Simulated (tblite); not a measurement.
Compound: C₃H₈FNO₄S₂.
Cartesian coordinates in Å at the GFN2-xTB level; atoms count from 1:
```
atom  x, y, z in Å
C1    -2.0359   -0.4418   -1.1988
C2    -1.5253   -0.2609    0.2223
N3    -0.1496    0.2142    0.2712
S4     1.1059   -0.7824   -0.3012
C5     2.3088   -0.6479    1.0199
O6     1.6164   -0.2243   -1.5039
O7     0.5844   -2.1127   -0.3350
S8     0.1199    1.7845   -0.0190
O9     1.4671    2.0693    0.2909
O10   -0.9232    2.5710    0.5199
F11   -0.0421    1.9187   -1.6154
H12   -1.4188   -1.1722   -1.7162
H13   -2.0012    0.4985   -1.7414
H14   -3.0631   -0.7978   -1.1738
H15   -2.1120    0.4831    0.7642
H16   -1.5366   -1.2132    0.7563
H17    2.5391    0.4031    1.1350
H18    1.8699   -1.0715    1.9129
H19    3.1865   -1.2086    0.7198
```

Level: GFN2-xTB in tblite, geometry and Hessian alike; calculated harmonic values, unscaled, isolated species. The method is semi-empirical: single wavenumbers can be off by several per cent or more. One conformer, not necessarily the lowest.

Harmonic wavenumbers (cm⁻¹): 52.6, 66.0, 91.1, 126.7, 150.6, 160.6, 192.2, 211.6, 232.5, 262.8, 288.4, 305.5, 322.5, 375.2, 416.3, 436.8, 472.2, 489.5, 530.1, 606.2, 690.7, 725.4, 783.3, 852.4, 864.2, 876.3, 983.4, 1096.5, 1135.9, 1140.7, 1148.1, 1176.6, 1249.5, 1266.8, 1301.4, 1308.6, 1350.0, 1397.3, 1404.3, 1411.2, 1428.6, 1474.3, 1484.4, 2970.6, 2976.1, 3040.6, 3053.3, 3056.4, 3063.3, 3077.0, 3092.6.

A = 1273, B = 891.8, C = 697.6 MHz; mass 204.988 u (most abundant isotopes); point group C1, symmetry number 1.

Q: What is the zero-point energy?

A: Half the sum of the wavenumbers: 28335 cm⁻¹ = 338.96 kJ/mol.

Q: What is S at 500 K and 1 bar for an ideal gas of classical rigid rotors and harmonic oscillators?

A: Translation 185.99, rotation 133.58, vibration 271.49: S = 591.1 J/(mol K).

Q: And Cp and H(500 K) − H(0)?

A: Cp = 272.93 J/(mol K), of which vibrations give 239.68 (their classical limit is 51 R = 424.0); H(500 K) − H(0) = 84.75 kJ/mol without the zero-point energy, 68.12 from vibrations.

Q: How do the functions run with temperature in this model?

A: 
```csv
T (K),S (J/(mol K)),Cp (J/(mol K)),H − H(0) (kJ/mol),G − H(0) (kJ/mol),ln q(vib)
100,311.7,98.4,6.17,-24.99,2.06
200,398.6,155.6,19.04,-60.67,5.72
300,470.5,200.9,36.92,-104.22,9.39
800,735.0,337.9,177.36,-410.60,25.41
1000,813.4,364.9,247.79,-565.63,30.82
```

q(vib) and H(0) count from the zero-point level.

Q: What must be added to the electronic energy to get the Gibbs energy at 500 K and 1 bar?

A: ZPE + [H(500 K) − H(0)] − T·S = 338.96 + 84.75 − 295.53 = 128.18 kJ/mol.

Q: Which modes carry the vibrational entropy at 500 K?

A: 52.6 cm⁻¹: 24.02; 66.0 cm⁻¹: 22.14; 91.1 cm⁻¹: 19.47; 126.7 cm⁻¹: 16.75; 150.6 cm⁻¹: 15.33; 160.6 cm⁻¹: 14.81 J/(mol K); the other 45 give 158.97 together.

Hindered rotation and anharmonicity are outside this model. Other conformers, if any are populated, would add a mixing term that is left out. The structure is chiral; the term R ln 2 for an equal mix with its mirror image is left out.
